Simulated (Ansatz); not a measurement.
A nudged elastic band was laid between two geometries of Cl3GeH + HO (7 atoms, charge 0, multiplicity 2).

These are results of Ansatz, UKS B3LYP-D4/def2-SVP, not measurements.

- movable images: 7
- climbing image: yes
- spring: 5.0 eV/Å²
- optimiser: quadratic models (default)
- start path: through a guess of the saddle point
- force threshold: 0.03 eV/Å
- iteration limit: 60
- end points: relaxed

Image 0:

```xyz
7
Properties=species:S:1:pos:R:3
Ge 0.152 0.262 0.095
H 0.518 0.890 1.435
Cl 1.900 -0.212 -1.068
Cl -1.122 1.548 -1.067
Cl -0.932 -1.598 0.416
O -0.320 -0.506 3.462
H -0.708 -1.185 2.866
```

Image 8:

```xyz
7
Properties=species:S:1:pos:R:3
Ge 0.590 -0.206 0.148
H -0.671 0.845 2.449
Cl 1.804 -0.433 -1.694
Cl -0.716 1.551 -0.188
Cl -0.760 -1.960 0.216
O -0.081 0.083 2.576
H -0.677 -0.681 2.633
```

(1) Which bonds break or form, and what moves?

(2) Give the energies along the band, and the barrier.

(3) What is the geometry of the highest image?

The band took 37 iterations and roughly 50 core-minutes.

## Answers

(1) Bonds broken: Ge1–H2. Bonds formed: H2–O6. Cl3GeH + HO becomes Cl3Ge + H2O.

(2) The run converged. The highest image is number 1 of 0 to 8, 3.1 kJ/mol above the first end and 196.6 kJ/mol above the last; the last end lies 193.5 kJ/mol below the first. The profile has 2 maxima (images 1, 4) with wells between them (image 3): this band takes more than one step, which may be the mechanism or a detour left from its start path. Neighbouring images differ by up to 1.4 eV, so the band resolves the path poorly. A vibrational analysis at the climbing image gives one clearly imaginary mode, 87i cm⁻¹, and a faint second one (31i cm⁻¹) that may be numerical noise or a soft torsion: probably a first-order saddle point.

```csv
image,path coordinate (Å),energy (kJ/mol),Ge1–H2 (Å),H2–O6 (Å)
0,0.00,0.0,1.52,2.60
1,0.50,3.1,1.53,2.19
2,1.19,-30.0,1.80,1.29
3,1.88,-162.3,2.43,0.97
4,2.57,-160.0,2.94,0.96
5,3.26,-160.2,2.91,0.96
6,3.95,-183.6,3.14,0.97
7,4.64,-189.2,3.09,0.97
8,5.33,-193.5,2.83,0.97
```

(3) 
```xyz
7
Properties=species:S:1:pos:R:3
Ge 0.170 0.186 0.127
H 0.572 0.687 1.516
Cl 1.895 -0.160 -1.110
Cl -1.136 1.577 -0.864
Cl -0.886 -1.702 0.319
O -0.398 -0.263 3.240
H -0.729 -1.126 2.911
```

The run took 13 min on 4 threads of Arm Neoverse V2, with other jobs on the host, peak memory 0.55 GiB.
